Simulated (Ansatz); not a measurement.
Isolated molecules relaxed with PBE0-D4/def2-TZVP in Ansatz; ΔE leaves out vibrations. CCSD(T)/CBS adds triple-zeta CCSD(T) − MP2 to the extrapolated MP2 energy (def2 sets, frozen cores). DFT in def2-TZVPP. Each species was taken in one conformer, which may not be the lowest.

Reaction (redistribution): `O[SiH](F)O[SiH2]Cl` + `BCCN` → `BC[SiH](O)F` + `NCO[SiH2]Cl`

CCSD(T)/CBS gives +1.35 eV.

Another level gave +1.30 eV. Which?
A. r2SCAN0-D4/def2-TZVPP
B. CCSD/def2-TZVPP
C. BLYP/def2-TZVPP
D. LC-ωPBE/def2-TZVPP

A. r2SCAN0-D4 1.30, LC-ωPBE 1.24, BLYP 1.17, CCSD/def2-TZVPP 1.35 eV.

What do rigid-rotor, harmonic-oscillator terms from PBE0-D4/def2-TZVP frequencies (298.15 K, 1 bar) make of the CCSD(T)/CBS value? (An estimate is asked.)

The calculation gave: ΔZPE = +0.01 eV, ΔH = +1.35 eV, ΔS = 0 J/(mol·K), ΔG = +1.35 eV. Modes under 50 cm⁻¹ make the entropy rough.

Largest T1 diagnostic among the species: 0.012.

From BLYP to BHLYP (50 % exact exchange), in def2-TZVPP and without D4, ΔE moves by +0.20 eV. At CCSD(T), def2-SVP lies −0.16 eV from the extrapolated value and def2-TZVPP −0.04 eV. In def2-TZVPP, CCSD(T) changes the Hartree–Fock value by −0.15 eV (the triples alone add −0.04 eV) and MP2 by −0.12 eV.
